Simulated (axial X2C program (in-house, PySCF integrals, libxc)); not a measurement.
Nuclear properties of SbSe⁻

Computed with an axial X2C code built on PySCF integrals: two-component X2C with atomic mean-field Coulomb and Gaunt terms, Gaussian nuclei, basis Sb dyall-acv3z, Se dyall-acv3z with contracted cores.

R = 2.443 Å (near the PBE0 minimum at charge -1 of the determinant lowest at the starting distance; the state shown can have its own minimum elsewhere).

Determinant lowest in the PBE0 search, Ω = 1 (⟨Sz⟩ = 1.00, ⟨Lz⟩ = 0.00 at PBE0), spin on the atoms Sb 0.79, Se 0.20:

```
level  Eeff magnitude (GV/cm)  Ws magnitude Sb (kHz)  Ws magnitude Se (kHz)  A∥/gI Sb (MHz)  qzz Sb (a.u.)  A∥/gI Se (MHz)  qzz Se (a.u.)
 PBE0                   0.171                  0.356                 0.0843            -742           0.57            -141           2.78
   HF                     2.4                   1.82                  0.196            -716          -0.72           -21.4           3.62
 BP86                    0.32                 0.0229                 0.0564            -680           0.94            -165           2.48
  PBE                   0.214                 0.0814                 0.0544            -718           0.84            -170           2.50
PBE50                   0.619                   0.67                  0.119            -735           0.24            -103           3.09
```

Determinant 0.24 eV from it at PBE0 and this distance, Ω = 0 (closed shell), highest spinor 55% Sb p, 24% Se p, 9% Sb d:

```
level  qzz Sb (a.u.)  qzz Se (a.u.)
 PBE0           1.32           2.51
   HF           0.09           3.09
 BP86           1.62           2.31
  PBE           1.55           2.30
PBE50           1.02           2.75
```

Eeff is the effective electric field on the electron electric dipole moment in this Ω state and Ws the scalar–pseudoscalar constant of the nucleus named (defined with the proton number Z and per Ω); A∥ (defined per Ω) follows by multiplying with gI = μI/(I μN); qzz is the electric field gradient, eQq0 = 234.96 MHz × Q/barn × qzz. The operators were transformed with the bare-nucleus X2C matrices; with these basis sets, hyperfine constants and field gradients can be off by tens of per cent, and where levels differ in sign neither size nor sign is settled.

With gI(121Sb) = 1.3454 (g factors from the IAEA table of nuclear moments by Stone), turn the PBE0 values of the first state into constants in MHz.

A∥(121Sb) = -742 × 1.3454 = -998 MHz.

Each state is one determinant with collinear spin, which with several unpaired electrons need not be a pure state. Unrestricted Hartree–Fock can overshoot spin polarisation at the nuclei. In the state Ω = 1 the sign of Eeff differs between levels (BP86, PBE against PBE0). For an anion, determinants above electron detachment, or with a positive highest level, are held by the basis set. A closed determinant beside an open π² or δ² triplet, such as (π1/2)², mixes with its partner pair into the 0⁺ component of the triplet and ¹Σ⁺, so its energy is not that of a level, and 0⁺ can lie lowest. With several open shells hyperfine constants can be off by a factor of several. Where Eeff spreads by more than a factor of two the levels disagree and none is to be relied on. Open-shell Ω = 0 determinants with evenly filled partner blocks cannot be reached by this program, so the Ω shown need not be the lowest component. States lie within half an eV, so the first need not be the ground state. Further determinants of the search, some of them spin-mixed, are not shown. Where a field gradient or hyperfine factor spreads by more than a factor of two over the levels, a constant derived from it is not to be relied on. PBE0 term energies can be off by some tenths of an eV.
